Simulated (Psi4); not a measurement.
lead atom (Pb), triplet (core potentials on Pb); Psi4 with CAM-B3LYP/def2-SVP.

The Psi4 input:
```
memory 2 GB

molecule mol {
0 3
  Pb    0.000000    0.000000    0.000000
}

set basis def2-svp
set reference uks

energy('cam-b3lyp')
print_variables()
```

Predict the main parts of the log of this Psi4 run.


```
   => Loading Basis Set <=

    Name: DEF2-SVP
    Role: ORBITAL
    Keyword: BASIS

    !!!  WARNING: ECP capability is in beta. Please check occupations closely.  !!!

         ---------------------------------------------------------
                                   SCF
               by Justin Turney, Rob Parrish, Andy Simmonett
                          and Daniel G. A. Smith
                              UKS Reference
         ---------------------------------------------------------

  ==> Geometry <==

    Molecular point group: d2h
    Geometry (in Angstrom), charge = 0, multiplicity = 3:

       Center              X                  Y                   Z               Mass
    ------------   -----------------  -----------------  -----------------  -----------------
         PB           0.000000000000     0.000000000000     0.000000000000   207.976652500000

  Running in d2h symmetry.

  Rotational constants: A = ************  B = ************  C = ************ [cm^-1]
  Rotational constants: A = ************  B = ************  C = ************ [MHz]
  Nuclear repulsion =    0.000000000000000

  Charge       = 0
  Multiplicity = 3
  Electrons    = 22
  Nalpha       = 12
  Nbeta        = 10

  ==> Algorithm <==

  SCF Algorithm Type is DF.
  DIIS enabled.
  MOM disabled.
  Fractional occupation disabled.
  Guess Type is CORE.
  Energy threshold   = 1.00e-06
  Density threshold  = 1.00e-06
  Integral threshold = 1.00e-12

  ==> Primary Basis <==

  Basis Set: DEF2-SVP
    Blend: DEF2-SVP
    Number of shells: 10
    Number of basis functions: 26
    Number of Cartesian functions: 28
    Spherical Harmonics?: true
    Max angular momentum: 2

  Core potential: DEF2-SVP
    Number of shells: 4
    Number of ECP primitives: 18
    Number of ECP core electrons: 60
    Max angular momentum: 3

  ==> DFT Potential <==

   => LibXC <=

    Version 7.1.2
    S. Lehtola, C. Steigemann, M. J. T. Oliveira, and M. A. L. Marques,  SoftwareX 7, 1–5 (2018) (10.1016/j.softx.2017.11.002)

   => Composite Functional: CAM-B3LYP <=

    CAM-B3LYP Hyb-GGA Exchange-Correlation Functional

    T. Yanai, D. P. Tew, and N. C. Handy,  Chem. Phys. Lett. 393, 51 (2004) (10.1016/j.cplett.2004.06.011)

    Deriv               =              1
    GGA                 =           TRUE
    Meta                =          FALSE

    Exchange Hybrid     =           TRUE
    MP2 Hybrid          =          FALSE

   => Exchange Functionals <=

    0.3500         Becke 88 [omega = 0.3300]
    0.4600   Short-range recipe for B88 functional - erf [omega = 0.3300]

   => Exact (HF) Exchange <=

    0.4600            HF,LR [omega = 0.3300]
    0.1900               HF

   => Correlation Functionals <=

    0.1900   Vosko, Wilk & Nusair (VWN5)
    0.8100   Lee, Yang & Parr

   => LibXC Density Thresholds  <==

    XC_HYB_GGA_XC_CAM_B3LYP:  1.00E-14

   => Molecular Quadrature <=

    Radial Scheme          =       TREUTLER
    Pruning Scheme         =           NONE
    Nuclear Scheme         =       TREUTLER

    Blocking Scheme        =         OCTREE
    BS radius alpha        =              1
    Pruning alpha          =              1
    Radial Points          =             75
    Spherical Points       =            302
    Total Points           =          19926
    Total Blocks           =            220
    Max Points             =            251
    Max Functions          =             26
    Weights Tolerance      =       1.00E-15

   => Loading Basis Set <=

    Name: (DEF2-SVP AUX)
    Role: JKFIT
    Keyword: DF_BASIS_SCF

  ==> Integral Setup <==

  SCF_SUBTYPE=INCORE selected. In-core MEM_DF algorithm will be used.
  Using in-core AOs.

  ==> MemDFJK: Density-Fitted J/K Matrices <==

    J tasked:                   Yes
    K tasked:                   Yes
    wK tasked:                  Yes
    Omega:                3.300E-01
    Algorithm:                 Core
    Schwarz Cutoff:           1E-12
    Mask sparsity (%):       0.0000
    Fitting Condition:        1E-10

   => Auxiliary Basis Set <=

  Basis Set: (DEF2-SVP AUX)
    Blend: DEF2-UNIVERSAL-JKFIT
    Number of shells: 53
    Number of basis functions: 251
    Number of Cartesian functions: 361
    Spherical Harmonics?: true
    Max angular momentum: 6

  Minimum eigenvalue in the overlap matrix is 3.5132101609E-02.
  Reciprocal condition number of the overlap matrix is 1.2422253381E-02.
    Using symmetric orthogonalization.

  ==> Pre-Iterations <==

  SCF Guess: Core (One-Electron) Hamiltonian.

   -------------------------------------------------------
    Irrep   Nso     Nmo     Nalpha   Nbeta   Ndocc  Nsocc
   -------------------------------------------------------
     Ag         8       8       4       4       4       0
     B1g        2       2       1       1       1       0
     B2g        2       2       1       1       1       0
     B3g        2       2       1       1       1       0
     Au         0       0       0       0       0       0
     B1u        4       4       2       1       1       1
     B2u        4       4       2       1       1       1
     B3u        4       4       1       1       1       0
   -------------------------------------------------------
    Total      26      26      12      10      10       2
   -------------------------------------------------------

  ==> Iterations <==

                           Total Energy        Delta E     RMS |[F,P]|

   @DF-UKS iter   1:  -189.84372033617024   -1.89844e+02   5.07485e-01 ADIIS
   @DF-UKS iter   2:  -192.20350269977334   -2.35978e+00   1.19253e-01 ADIIS
   @DF-UKS iter   3:  -192.69547661490000   -4.91974e-01   4.65691e-02 DIIS/ADIIS
   @DF-UKS iter   4:  -192.79565279352877   -1.00176e-01   9.89266e-03 DIIS/ADIIS
   @DF-UKS iter   5:  -192.80021043633519   -4.55764e-03   3.69969e-04 DIIS/ADIIS
   @DF-UKS iter   6:  -192.80021841831837   -7.98198e-06   3.25707e-05 DIIS
   @DF-UKS iter   7:  -192.80021851768444   -9.93661e-08   2.60360e-06 DIIS
   @DF-UKS iter   8:  -192.80021851853638   -8.51941e-10   9.50150e-08 DIIS
  Energy and wave function converged.

  ==> Post-Iterations <==

   Electrons on quadrature grid:
      Nalpha   =   12.0000000000 ; deviation = 2.842e-14
      Nbeta    =   10.0000000000 ; deviation = 2.309e-14
      Ntotal   =   22.0000000000 ; deviation = 5.151e-14

   @Spin Contamination Metric:   2.668667286E-03
   @S^2 Expected:                2.000000000E+00
   @S^2 Observed:                2.002668667E+00
   @S   Expected:                1.000000000E+00
   @S   Observed:                1.000000000E+00

    Orbital Energies [Eh]
    ---------------------

    Alpha Occupied:

       1Ag    -5.574031     1B3u   -3.414783     1B2u   -3.402454
       1B1u   -3.402454     2Ag    -0.914844     1B2g   -0.911290
       1B1g   -0.911290     1B3g   -0.900283     3Ag    -0.900283
       4Ag    -0.555133     2B2u   -0.212411     2B1u   -0.212411

    Alpha Virtual:

       2B3u   -0.071507     5Ag     0.204291     3B3u    0.269877
       3B2u    0.270106     3B1u    0.270106     2B3g    0.361841
       6Ag     0.361841     2B2g    0.364845     2B1g    0.364845
       7Ag     0.367421     4B3u   19.898408     4B2u   19.906863
       4B1u   19.906863     8Ag    55.632440

    Beta Occupied:

       1Ag    -5.569900     1B3u   -3.414062     1B2u   -3.397808
       1B1u   -3.397808     2Ag    -0.910896     1B2g   -0.905351
       1B1g   -0.905351     1B3g   -0.889933     3Ag    -0.889933
       4Ag    -0.497933

    Beta Virtual:

       2B3u   -0.059651     2B1u   -0.033682     2B2u   -0.033682
       5Ag     0.218537     3B3u    0.270225     3B1u    0.290416
       3B2u    0.290416     6Ag     0.387236     2B2g    0.392633
       2B1g    0.392633     2B3g    0.412372     7Ag     0.412372
       4B3u   19.898596     4B2u   19.910068     4B1u   19.910068
       8Ag    55.618406

    Final Occupation by Irrep:
             Ag   B1g   B2g   B3g    Au   B1u   B2u   B3u
    DOCC [     4,    1,    1,    1,    0,    1,    1,    1 ]
    SOCC [     0,    0,    0,    0,    0,    1,    1,    0 ]
    NA   [     4,    1,    1,    1,    0,    2,    2,    1 ]
    NB   [     4,    1,    1,    1,    0,    1,    1,    1 ]

  @DF-UKS Final Energy:  -192.80021851853638

   => Energetics <=

    Nuclear Repulsion Energy =              0.0000000000000000
    One-Electron Energy =                -335.9791757479994203
    Two-Electron Energy =                 154.5993449957574342
    DFT Exchange-Correlation Energy =     -11.4203877662944002
    Empirical Dispersion Energy =           0.0000000000000000
    VV10 Nonlocal Energy =                  0.0000000000000000
    Total Energy =                       -192.8002185185363828

  UHF NO Occupations:
  HONO-2 :    4 Ag 1.9989938
  HONO-1 :    2B1u 1.0000000
  HONO-0 :    2B2u 1.0000000
  LUNO+0 :    5 Ag 0.0010062
  LUNO+1 :    2B3g 0.0001235
  LUNO+2 :    6 Ag 0.0001235
  LUNO+3 :    2B2g 0.0000401

Computation Completed

Properties will be evaluated at   0.000000,   0.000000,   0.000000 [a0]

Properties computed using the SCF density matrix

 Multipole Moments:

 ------------------------------------------------------------------------------------
     Multipole            Electronic (a.u.)      Nuclear  (a.u.)        Total (a.u.)
 ------------------------------------------------------------------------------------

 L = 1.  Multiply by 2.5417464519 to convert [e a0] to [Debye]
 Dipole X            :          0.0000000            0.0000000            0.0000000
 Dipole Y            :          0.0000000            0.0000000            0.0000000
 Dipole Z            :          0.0000000            0.0000000            0.0000000
 Magnitude           :                                                    0.0000000

 ------------------------------------------------------------------------------------

  Variable Map:
  ----------------------------------------------------------------------------
  "CURRENT ENERGY"              =>    -192.800218518536
  "CURRENT REFERENCE ENERGY"    =>    -192.800218518536
  "DD SOLVATION ENERGY"         =>       0.000000000000
  "DFT FUNCTIONAL TOTAL ENERGY" =>    -192.800218518536
  "DFT TOTAL ENERGY"            =>    -192.800218518536
  "DFT VV10 ENERGY"             =>       0.000000000000
  "DFT XC ENERGY"               =>     -11.420387766294
  "GRID ELECTRONS ALPHA"        =>      12.000000000000
  "GRID ELECTRONS BETA"         =>      10.000000000000
  "GRID ELECTRONS TOTAL"        =>      22.000000000000
  "NUCLEAR REPULSION ENERGY"    =>       0.000000000000
  "ONE-ELECTRON ENERGY"         =>    -335.979175747999
  "PCM POLARIZATION ENERGY"     =>       0.000000000000
  "PE ENERGY"                   =>       0.000000000000
  "SCF ITERATION ENERGY"        =>    -192.800218518536
  "SCF ITERATIONS"              =>       8.000000000000
  "SCF TOTAL ENERGY"            =>    -192.800218518536
  "TWO-ELECTRON ENERGY"         =>     154.599344995757
  "XC GRID RADIAL POINTS"       =>      75.000000000000
  "XC GRID SPHERICAL POINTS"    =>     302.000000000000
  "XC GRID TOTAL POINTS"        =>   19926.000000000000

  Array Variable Map:
  ----------------------------------------------------------------------------
  "CURRENT DIPOLE"              =>       0.000000000000 ... 0.000000000000 1 by 3
  "SCF DIPOLE"                  =>       0.000000000000 ... 0.000000000000 1 by 3
  "SCF TOTAL ENERGIES"          =>    -189.843720336170 ... -192.800218518536 1 by 8
```
